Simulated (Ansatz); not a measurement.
Gas-phase electronic energies from Ansatz, PBE0-D4/def2-TZVP geometries. CBS: MP2 limit from def2 TZ/QZ plus the TZ coupled-cluster correction, frozen cores. This one scheme is used for every species. Functionals use def2-TZVPP. One conformer a species, not always the lowest.

Consider the ligand exchange at a B–O bond: `C#CB(O)F` + H–F → `C#CB(F)F` + H₂O.

`C#CB(O)F`:

```xyz
7

C    -1.058   -1.419    0.453
C    -0.501   -0.445    0.016
B     0.241    0.789   -0.510
O     1.417    1.207   -0.001
F    -0.274    1.492   -1.506
H    -1.560   -2.280    0.831
H     1.734    0.655    0.717
```

H–F:

Z-matrix (Å, degrees):
```
F
H 1 0.920
```

`C#CB(F)F`:

```xyz
6

C     0.351    1.226   -0.985
C     0.089    0.311   -0.249
B    -0.242   -0.847    0.680
F     0.558   -1.887    0.782
F    -1.337   -0.841    1.409
H     0.582    2.038   -1.637
```

H₂O:

```xyz
3

O    -0.389   -0.017    0.004
H     0.198   -0.225   -0.727
H     0.191    0.242    0.723
```

```json
{"level": "BLYP-D4", "ΔE (kcal/mol)": "-2.4"}
{"level": "PBE0-D4", "ΔE (kcal/mol)": "-1.5"}
{"level": "ωB97X-V", "ΔE (kcal/mol)": "-2.2"}
{"level": "SCS-MP2/def2-QZVPP", "ΔE (kcal/mol)": "-1.9"}
```

Question: What does CCSD(T)/CBS give? (An estimate is asked.)

Answer: The calculation gave: -1.7 kcal/mol. The listed levels differ from it by -0.7, 0.2, -0.5, -0.2 kcal/mol.

Largest T1 diagnostic among the species: 0.014.

Leaving LDA and LC-ωPBE aside and taking each functional with its dispersion term where it has one, the values, not all of them listed here, spread over 1.7 kcal/mol, from B97M-V to revPBE-D4. LDA lies +1.2 kcal/mol from PBE without D4. In def2-TZVPP, CCSD(T) changes the Hartree–Fock value by +1.7 kcal/mol (the triples alone add +0.2 kcal/mol) and MP2 by +2.2 kcal/mol.
